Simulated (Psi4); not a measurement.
Intermolecular potential of C2H6Cl2Si ··· H2 (SMILES C[Si](C)(Cl)Cl and [H][H]), singlet. Monomers: optimised at B3LYP-D3(BJ) (def2-TZVP), held rigid. Orientation: lowest of the rigid-body minima from ten starts at GFN2-xTB. The monomers approach along the line of their centres of mass (distance R); nothing else relaxes.

Level of theory: SAPT0/jun-cc-pVDZ, frozen core (Psi4).

Components in kJ/mol:

| R / Å | electrostatics | exchange | induction | dispersion | total |
|---|---|---|---|---|---|
| 3.68 | -5.11 | 15.29 | -2.01 | -5.43 | 2.73 |
| 3.83 | -3.58 | 10.03 | -1.32 | -4.26 | 0.87 |
| 4.06 | -2.10 | 5.18 | -0.69 | -2.95 | -0.56 |
| 4.24 | -1.41 | 3.05 | -0.41 | -2.23 | -1.00 |
| 4.44 | -0.93 | 1.68 | -0.23 | -1.65 | -1.13 |
| 4.79 | -0.49 | 0.57 | -0.08 | -1.00 | -0.99 |
| 5.05 | -0.32 | 0.25 | -0.04 | -0.70 | -0.81 |
| 5.53 | -0.17 | 0.05 | -0.01 | -0.38 | -0.51 |
| 6.29 | -0.08 | 0.00 | 0.00 | -0.17 | -0.24 |
| 7.23 | -0.03 | 0.00 | 0.00 | -0.07 | -0.10 |
| 8.55 | -0.01 | 0.00 | 0.00 | -0.02 | -0.04 |
